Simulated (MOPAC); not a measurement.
Job for MOPAC: PM6 on MoF, 2S+1 = 6, a spin state set in the input, which need not be the lowest, a point of a bond scan (R = 2.064 Å).

```
PM6 1SCF PRECISE CHARGE=0 UHF MS=2.5 THREADS=1
FMo

Mo     0.00000000 1     0.00000000 1     0.00000000 1
F      0.00000000 1     0.00000000 1     2.06409600 1
```

It printed:

```
*******************************************************************************
 **                                                                           **
 **                              MOPAC v23.2.5                                **
 **                                                                           **
 *******************************************************************************
 ** MOPAC's Digital Object Identifier: https://doi.org/10.5281/zenodo.6511958 **
 **                                                                           **
 ** Please cite the open-source release paper for use of this MOPAC version:  **
 ** J. E. Moussa and J. J. P. Stewart (2026)                                  **
 ** MOPAC: An open-source semiempirical molecular orbital program             **
 ** J. Open Source Softw., 11(119), 8025, https://doi.org/10.21105/joss.08025 **
 *******************************************************************************

                              PM6 CALCULATION RESULTS

 *******************************************************************************
 *  PM6        - The PM6 Hamiltonian to be used
 *  UHF        - UNRESTRICTED HARTREE-FOCK CALCULATION
 *
 *
 *
 *                 CHARGE ON SYSTEM = 0
 *
 *
 *
 *  MS=        - IN MECI, MAGNETIC COMPONENT OF SPIN =  2.5
 *  PRECISE    - TIGHTER CRITERIA TO BE USED
 *  1SCF       - DO 1 SCF AND THEN STOP
 *  THREADS=1  - MULTI-THREADING NOT USED
 *  T=         - A TIME OF 172800.0 SECONDS REQUESTED
 *  DUMP=N     - RESTART FILE WRITTEN EVERY 7200.0 SECONDS REQUESTED
 *******************************************************************************
PM6 1SCF PRECISE CHARGE=0 UHF MS=2.5 THREADS=1
 FMo

   ATOM   CHEMICAL          X               Y               Z
  NUMBER   SYMBOL      (ANGSTROMS)     (ANGSTROMS)     (ANGSTROMS)

     1      Mo          0.00000000  *   0.00000000  *   0.00000000  *
     2       F          0.00000000  *   0.00000000  *   2.06409600  *



          CARTESIAN COORDINATES

    NO.       ATOM           X           Y           Z

     1        Mo          0.0000      0.0000      0.0000
     2         F          0.0000      0.0000      2.0641

 General Reference for PM6:
 "Optimization of Parameters for Semiempirical Methods V: Modification of NDDO Approximations
 and Application to 70 Elements", J. J. P. Stewart, J. Mol. Mod., 13, 1173-1213 (2007)
 URL: https://link.springer.com/article/10.1007/s00894-007-0233-4

           Empirical Formula: Mo F  =     2 atoms



      MOLECULAR POINT GROUP   :   C*v


          UHF CALCULATION, NO. OF ALPHA ELECTRONS =    9
                           NO. OF BETA  ELECTRONS =    4

 -------------------------------------------------------------------------------
 PM6 1SCF PRECISE CHARGE=0 UHF MS=2.5 THREADS=1
 FMo



     1SCF WAS SPECIFIED, SO BFGS WAS NOT USED
     SCF FIELD WAS ACHIEVED


                              PM6 CALCULATION
                                                       MOPAC v23.2.5 Linux




          FINAL HEAT OF FORMATION =         50.34114 KCAL/MOL =     210.62732 KJ/MOL


          COSMO AREA              =         91.77 SQUARE ANGSTROMS
          COSMO VOLUME            =         79.79 CUBIC ANGSTROMS

          IONIZATION POTENTIAL    =          7.633173 EV
          ALPHA SOMO LUMO (EV)    =         -7.633  1.341
          BETA  SOMO LUMO (EV)    =        -11.946  2.386
          NO. OF ALPHA ELECTRONS  =          9
          NO. OF BETA  ELECTRONS  =          4
          MOLECULAR WEIGHT        =        114.9384         POINT GROUP:  C*v

          MOLECULAR DIMENSIONS (Angstroms)

            Atom       Atom       Distance
            F     2   Mo     1     2.06410
            F     2   Mo     1     0.00000
           Mo     1    F     2     0.00000


          SCF CALCULATIONS        =          1





   ATOM   CHEMICAL          X               Y               Z
  NUMBER   SYMBOL      (ANGSTROMS)     (ANGSTROMS)     (ANGSTROMS)

     1      Mo          0.00000000  *   0.00000000  *   0.00000000  *
     2       F          0.00000000  *   0.00000000  *   2.06409600  *

                             CARTESIAN COORDINATES

   1   Mo        0.000000000     0.000000000     0.000000000
   2    F        0.000000000     0.000000000     2.064096000


           Empirical Formula: Mo F  =     2 atoms



      MOLECULAR POINT GROUP   :   C*v


          ALPHA EIGENVALUES
 -35.21739 -13.28816 -12.69915 -12.69915 -10.72840 -10.72840  -9.09177  -9.09177
  -7.63317   1.34053   2.82157   2.82157   5.44361


           BETA EIGENVALUES
 -34.73890 -11.99634 -11.94554 -11.94554   2.38629   2.38629   2.60323   2.60323
   2.69334   2.88934   6.11104   6.11104   6.81791


              NET ATOMIC CHARGES AND DIPOLE CONTRIBUTIONS

  ATOM NO.   TYPE          CHARGE      No. of ELECS.   s-Pop       p-Pop       d-Pop
    1         Mo           0.622797        5.3772     0.22962     0.11503     5.03256
    2          F          -0.622797        7.6228     1.94750     5.67529
 DIPOLE           X         Y         Z       TOTAL
 POINT-CHG.     0.000     0.000    -6.175     6.175
 HYBRID        -0.000    -0.000     0.147     0.147
 SUM           -0.000    -0.000    -6.028     6.028


          ATOMIC ORBITAL ELECTRON POPULATIONS

     Atom    s        px        py        pz      x^2-y^2     xz        z^2       yz        xy
    1 Mo   0.22962   0.03036   0.03036   0.05431   1.00000   1.03047   0.97161   1.03047   1.00000
    2  F   1.94750   1.93917   1.93917   1.79696


                    (SZ)    =    2.500000
                    (S**2)  =    8.750836


          ATOMIC ORBITAL SPIN POPULATIONS

    Atom   Total    s     px     py     pz   x^2-y^2  xz     z^2    yz     xy
         Atomic
    1 Mo  4.8334  0.219  0.021  0.021  0.022  1.000  0.941  0.667  0.941  1.000
    2  F  0.1666  0.002  0.037  0.037  0.090

 **********************
 *                    *
 * JOB ENDED NORMALLY *
 *                    *
 **********************




 == MOPAC DONE ==
```

The run finished.

Cost: very roughly 0.020 core-seconds.
